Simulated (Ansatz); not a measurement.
Basis-set extrapolation for FH5O2Si2 (`O[SiH2]O[SiH2]F`) (PBE0-D4/def2-TZVP geometry, frozen core, the Gaussian-basis code of Ansatz). Multiplicity 1, RHF reference.

```json
{"": "HF", "def2-TZVPP": "-830.312820", "def2-QZVPP": "-830.344856"}
{"": "MP2 correlation", "def2-TZVPP": "-0.964084", "def2-QZVPP": "-1.047068"}
{"": "CCSD(T) correlation", "def2-TZVPP": "-1.026673", "def2-QZVPP": "not run"}
```

Energies in hartree. Use E(X) = E(∞) + A·exp(−7.88·√X) for Hartree–Fock and E(X) = E(∞) + B·X^(−2.97) for correlation, with X = 3 and 4, and add CCSD(T) minus MP2 of the smaller set to the MP2 limit.

Task: What is the CCSD(T) energy at the basis-set limit?

Result: HF limit: -830.344856 + (-0.032036) × 0.13774 = -830.34927. MP2 limit: -1.047068 + (-0.082984) × 0.74074 = -1.10854. Higher-order term: -1.026673 − (-0.964084) = -0.06259. Total: -831.52040 hartree, 475.0 kJ/mol below CCSD(T)/def2-TZVPP.
